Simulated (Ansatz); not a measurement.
Mg₂H₂Br₂⁺, that is (HMg-mu-Br)2 with one electron fewer. Charge 1, multiplicity 2. Geometry PBE-D4/def2-SVP.

```
atom   x (Å)   y (Å)   z (Å)
 Mg1   1.241   1.051  -0.413
  H2   2.569   2.181  -0.850
 Br3  -1.245   1.105  -0.928
 Mg4  -1.240  -1.051   0.412
  H5  -2.571  -2.175   0.859
 Br6   1.246  -1.110   0.919
```

(1) Estimate the α-spin orbital energies around the gap (eV) in Ansatz with PBE-D4/def2-TZVP, PBE0-D4/def2-TZVP.

Results:

(1) 
```json
{"orbital": "HOMO−5", "PBE-D4/def2-TZVP": "-13.11", "PBE0-D4/def2-TZVP": "-14.35"}
{"orbital": "HOMO−4", "PBE-D4/def2-TZVP": "-12.78", "PBE0-D4/def2-TZVP": "-14.32"}
{"orbital": "HOMO−3", "PBE-D4/def2-TZVP": "-12.50", "PBE0-D4/def2-TZVP": "-13.94"}
{"orbital": "HOMO−2", "PBE-D4/def2-TZVP": "-12.46", "PBE0-D4/def2-TZVP": "-13.72"}
{"orbital": "HOMO−1", "PBE-D4/def2-TZVP": "-12.43", "PBE0-D4/def2-TZVP": "-13.62"}
{"orbital": "HOMO", "PBE-D4/def2-TZVP": "-12.12", "PBE0-D4/def2-TZVP": "-13.36"}
{"orbital": "LUMO", "PBE-D4/def2-TZVP": "-6.27", "PBE0-D4/def2-TZVP": "-5.50"}
{"orbital": "LUMO+1", "PBE-D4/def2-TZVP": "-5.63", "PBE0-D4/def2-TZVP": "-4.84"}
{"orbital": "LUMO+2", "PBE-D4/def2-TZVP": "-5.54", "PBE0-D4/def2-TZVP": "-4.79"}
{"orbital": "LUMO+3", "PBE-D4/def2-TZVP": "-5.43", "PBE0-D4/def2-TZVP": "-4.74"}
{"orbital": "LUMO+4", "PBE-D4/def2-TZVP": "-4.99", "PBE0-D4/def2-TZVP": "-4.27"}
{"orbital": "LUMO+5", "PBE-D4/def2-TZVP": "-3.76", "PBE0-D4/def2-TZVP": "-3.04"}
{"orbital": "β HOMO", "PBE-D4/def2-TZVP": "-11.55", "PBE0-D4/def2-TZVP": "-11.89"}
{"orbital": "β LUMO", "PBE-D4/def2-TZVP": "-11.33", "PBE0-D4/def2-TZVP": "-11.01"}
```
